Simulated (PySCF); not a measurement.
## TPSSh on Ar⁺ (argon, charge +1)

Configuration: [Ne] 3s1 3p6, 2S determinant (an excited configuration). Calculation: PySCF 2.14, in aug-cc-pCVTZ-DK with one added diffuse shell each of s, p, d, f type (9s8p6d4f, 91 functions); scalar relativity by spin-free X2C-1e.

* Total energy: -528.2341 hartree
* One-electron energy: -720.9102 hartree
* Hartree (Coulomb) energy: 223.2821 hartree
* Exchange-correlation energy: -30.6059 hartree
* ⟨S²⟩: 0.7516
* ⟨L²⟩: 0.000
* Sum of ⟨r⟩: 13.87 bohr
* Sum of ⟨r²⟩: 20.49 bohr²
* Langevin diamagnetic susceptibility: -16.2 ×10⁻⁶ cm³/mol

| shell | electrons | mean orbital energy (hartree) | rms radius, mean of both spins (bohr) |
| --- | --- | --- | --- |
| 1s α | 1 | -115.95027 | 0.0992 |
| 1s β | 1 | -115.93682 | 0.0992 |
| 2s α | 1 | -11.69597 | 0.450 |
| 2s β | 1 | -11.67991 | 0.450 |
| 2p α | 3 | -9.15266 | 0.419 |
| 2p β | 3 | -9.13922 | 0.419 |
| 3s α | 1 | -1.46144 | 1.46 |
| 3p α | 3 | -0.88954 | 1.68 |
| 3p β | 3 | -0.83283 | 1.68 |

Densities and radii are taken from the X2C orbitals without a picture-change correction, which distorts them close to the nucleus.
